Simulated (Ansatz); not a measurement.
`[F][Sn][Br]` + H₂O → `[OH][Sn][F]` + HBr at 298.15 K and 1 bar (formal hydrolysis of the Sn–Br bond).

Computed with Ansatz on PBE0-D4/def2-TZVP structures; ΔE is electronic, products minus reactants. CCSD(T)/CBS is the MP2 limit (def2-TZVPP, def2-QZVPP) plus CCSD(T) − MP2 in def2-TZVPP, frozen cores. This one scheme is used for every species. Elements past krypton have def2 core potentials. For Br, Sn outer-core shells are correlated without core-valence functions, which leaves a few kJ/mol of doubt a bond. Scalar relativity is left out up to krypton. One conformer a species, not always the lowest.

```csv
species,CCSD(T)/CBS energy (Eh),H − E (kJ/mol),S (J/(mol·K))
`[F][Sn][Br]`,-2887.23951,19.2,311.5
H₂O,-76.37941,66.4,188.7
`[OH][Sn][F]`,-389.66871,51.5,292.7
HBr,-2573.91920,24.6,198.6
```

H − E and S are ideal-gas, rigid-rotor, harmonic terms from PBE0-D4/def2-TZVP, for one conformer and one mirror image of each species. 1 Eh = 2625.50 kJ/mol, R = 8.31446 J/(mol·K).

By hand: ΔE, ΔH, ΔS and ΔG.

ΔE = (-389.66871) + (-2573.91920) − (-2887.23951) − (-76.37941) = 0.03101 Eh = 81.4 kJ/mol. Δ(H − E) = 51.5 + 24.6 − 19.2 − 66.4 = -9.5, so ΔH = 71.9 kJ/mol. ΔS = 292.7 + 198.6 − 311.5 − 188.7 = -8.9 J/(mol·K). ΔG = 71.9 − 298.15 × (-8.9)/1000 = 74.6 kJ/mol.

By hand: the equilibrium constant, and the temperature at which ΔG would vanish if ΔH and ΔS stayed fixed.

log₁₀ K = −ΔG/(RT ln 10) = -13.1. ΔH and −TΔS have one sign here, so there is no such temperature.

The number of gas molecules stays the same, so ΔS is small and ΔH decides. A doubt of 5 kJ/mol in ΔE shifts log₁₀ K by 0.9 here. Other conformers and mirror images would add mixing entropy, several J/(mol·K) or more a flexible species. These are equilibria of isolated gas molecules and say nothing of rates. Largest T1 diagnostic: 0.018 (customary marks: 0.02 for closed shells, 0.045 for open ones).

ΔS is within the doubt of such terms, so its sign, and with it that verdict, could turn.
